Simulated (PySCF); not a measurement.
PySCF input file for Al(OH)2(SiH3) (AlH5O2Si), SMILES [OH][Al]([OH])[SiH3], IEF-PCM-M06-2X/def2-SVP. The structure is a stationary point at PBE0-D3(BJ)/def2-SVP. The values are those of a single conformer.

```python
import numpy as np
from pyscf import gto, scf, dft
from pyscf.solvent import pcm

mol = gto.M(
    atom='''
    Al   -0.44227271    0.11416544   -0.31053382
    O    -1.67878298   -1.04950061   -0.41395636
    H    -2.49497740   -1.03576811   -0.91426531
    O    -0.47516585    1.60045614   -1.13731005
    H    -1.13430356    1.95916985   -1.73186314
    Si    1.48834663   -0.38091607    1.07011421
    H     2.04528255    0.85966998    1.69616256
    H     2.58077410   -0.99908843    0.25049397
    H     1.14750726   -1.34295307    2.16494385
    ''',
    basis='def2-SVP',
    charge=0,
    spin=0,
    max_memory=1600,
    verbose=3,
)
mf = dft.RKS(mol, xc='m06-2x').density_fit(auxbasis='def2-universal-jkfit')
mf.grids.level = 4
mf.conv_tol = 1e-9
mf.max_cycle = 100
mf.kernel()
res = {}
for name, eps in {'water': 78.355, 'acetone': 20.493, 'acetonitrile': 35.688}.items():
    s = mf.PCM()
    s.with_solvent.method, s.with_solvent.eps, s.with_solvent.lebedev_order = 'IEF-PCM', eps, 29
    s.kernel(mf.make_rdm1())
    res[name] = (s.e_tot, eps, s.dip_moment(), s.mo_energy, s.converged)
    print(f'{name}: electrostatic solvation free energy {(s.e_tot - mf.e_tot) * 627.509474:.3f} kcal/mol')
```

Log of the run:

```
converged SCF energy = -685.094994352464

WARN: PCM is an experimental feature. It is still in testing.
Features and APIs may be changed in the future.

converged SCF energy = -685.108592708674
Dipole moment(X, Y, Z, Debye): -2.89148,  0.73619, -2.10404
water: electrostatic solvation free energy -8.533 kcal/mol

WARN: PCM is an experimental feature. It is still in testing.
Features and APIs may be changed in the future.

converged SCF energy = -685.1077612069
Dipole moment(X, Y, Z, Debye): -2.85659,  0.72731, -2.07863
acetone: electrostatic solvation free energy -8.011 kcal/mol

WARN: PCM is an experimental feature. It is still in testing.
Features and APIs may be changed in the future.

converged SCF energy = -685.108235162446
Dipole moment(X, Y, Z, Debye): -2.87647,  0.73237, -2.09310
acetonitrile: electrostatic solvation free energy -8.309 kcal/mol
```

The calculation finished and met its thresholds.

Cost: very roughly 50 core-seconds.
